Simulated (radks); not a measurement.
Spherical quantum dot in the effective-mass picture: electrons in a hard-walled sphere of radius 4.62, with a point charge +1 (a donor) at the centre, all in effective atomic units (hartree* = m*/eps^2 hartree, bohr* = eps/m* bohr), one dielectric constant everywhere. Calculated with a radial shooting solver with Libxc functionals: non-relativistic Kohn-Sham, LDA (Slater exchange, Perdew-Wang correlation), spin-polarised, spherical densities. Levels are named by radial order and angular momentum (1s, 1p, 1d, 2s, ...), and open shells are averaged over m.

N = 25, configuration 1s2 1p6 1d10 2s(up 1, down 0) 1f(up 6, down 0). This is the lowest configuration that the search found. Occupied and some empty levels:

level,occupation,eigenvalue (hartree*),<r> (bohr*)
1s up,1,6.6484,3.102
1s down,1,6.7078,3.132
1p up,3,6.7733,3.300
1p down,3,6.8297,3.295
1d up,5,6.9752,3.395
1d down,5,7.0323,3.391
2s up,1,7.2175,1.606
1f up,6,7.2536,3.472
1f down,0,7.3115,3.469
2s down,0,7.3567,1.695
1g up,0,7.6032,3.536
1g down,0,7.6619,3.535
2p up,0,7.8741,2.300
2p down,0,7.9383,2.340
2d up,0,8.3941,2.601
2d down,0,8.4428,2.614

Energy (hartree*): total 91.2256, kinetic 22.477, external -8.4764, Hartree 86.601, exchange-correlation -9.3766.

Electron density:

r (bohr*),n(r) (e/bohr*^3)
0.135,0.2922
0.365,0.1843
0.594,0.1170
0.824,0.07556
1.05,0.05045
1.28,0.03611
1.51,0.02934
1.74,0.02836
1.97,0.03243
2.20,0.04124
2.43,0.05446
2.66,0.07114
2.89,0.08936
3.12,0.1053
3.35,0.1135
3.58,0.1088
3.81,0.08829
4.04,0.05596
4.27,0.02295
4.50,0.002791
